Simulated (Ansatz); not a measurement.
C₃H₁₀BN (`CCB(C)N`), 15 atoms. Total charge 0; spin multiplicity 1. All runs use 4 threads of an Arm Neoverse V1 on a shared host. Correlated methods freeze the cores.

Problem. How many basis functions does each run have, and how long does it take in Ansatz? RKS ωB97M-V/def2-QZVPP energy; RKS r2SCANh-D4/def2-TZVPP energy; RHF-CCSD(T)/def2-TZVPP energy; RKS PBE0-D4/def2-QZVPP energy; RKS ωB97M-V/def2-SVP energy; RKS revPBE-D4/def2-TZVPP energy; RKS BHLYP-D4/def2-TZVPP energy; RKS PBE0-D4/def2-SVP energy; RKS PBE0-D4/def2-TZVP frequencies; RHF-MP2/def2-QZVPP energy; RKS SPW92 (LDA)/def2-TZVPP energy; RHF-CCSD(T)/def2-SVP energy. (Best estimate.)

Solution. The calculation gave: Other jobs shared the machine, so times are rough.

```
                     level          job  functions  wall time  peak host memory (GiB)
      RKS PBE0-D4/def2-SVP       energy        120      1.3 s                    0.25
RKS SPW92 (LDA)/def2-TZVPP       energy        295      1.7 s                    0.37
  RKS revPBE-D4/def2-TZVPP       energy        295      2.6 s                    0.38
   RKS BHLYP-D4/def2-TZVPP       energy        295      3.5 s                    0.72
      RKS ωB97M-V/def2-SVP       energy        120      4.9 s                    0.36
 RKS r2SCANh-D4/def2-TZVPP       energy        295      5.5 s                    0.72
      RHF-CCSD(T)/def2-SVP       energy        120      8.5 s                    0.74
    RKS PBE0-D4/def2-QZVPP       energy        585       10 s                     2.1
    RKS ωB97M-V/def2-QZVPP       energy        585       22 s                     2.6
        RHF-MP2/def2-QZVPP       energy        585       35 s                     4.9
     RKS PBE0-D4/def2-TZVP  frequencies        215    3.7 min                    0.56
    RHF-CCSD(T)/def2-TZVPP       energy        295     14 min                     3.7
```
